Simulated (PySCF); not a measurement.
YF2, SMILES [F][Y+][F], charge +1.

The structure is a stationary point at B3LYP-D3(BJ)/def2-TZVP. The multiplicity is an assumed one; other spin states were not compared. The isomer is the one that the SMILES or the coordinates give; other isomers of the formula were not compared. The def2 effective core potentials stand for the cores of Y; spin–orbit coupling is left out.

Level of theory: PBE/def2-TZVPD (PySCF).

Symmetry labels are those of the subgroup C2v that the program uses (full group C2v).

Computed valence orbital energies around the gap with their symmetry:
```json
[
 {"orbital": "HOMO−7", "symmetry": "A1", "energy (eV)": "-32.34"},
 {"orbital": "HOMO−6", "symmetry": "B2", "energy (eV)": "-31.56"},
 {"orbital": "HOMO−5", "symmetry": "A1", "energy (eV)": "-15.47"},
 {"orbital": "HOMO−4", "symmetry": "B2", "energy (eV)": "-15.38"},
 {"orbital": "HOMO−3", "symmetry": "A2", "energy (eV)": "-15.12"},
 {"orbital": "HOMO−2", "symmetry": "B1", "energy (eV)": "-14.89"},
 {"orbital": "HOMO−1", "symmetry": "A1", "energy (eV)": "-14.86"},
 {"orbital": "HOMO", "symmetry": "B2", "energy (eV)": "-14.47"},
 {"orbital": "LUMO", "symmetry": "A1", "energy (eV)": "-8.90"},
 {"orbital": "LUMO+1", "symmetry": "B1", "energy (eV)": "-8.25"},
 {"orbital": "LUMO+2", "symmetry": "A1", "energy (eV)": "-8.04"},
 {"orbital": "LUMO+3", "symmetry": "A2", "energy (eV)": "-7.37"}
]
```
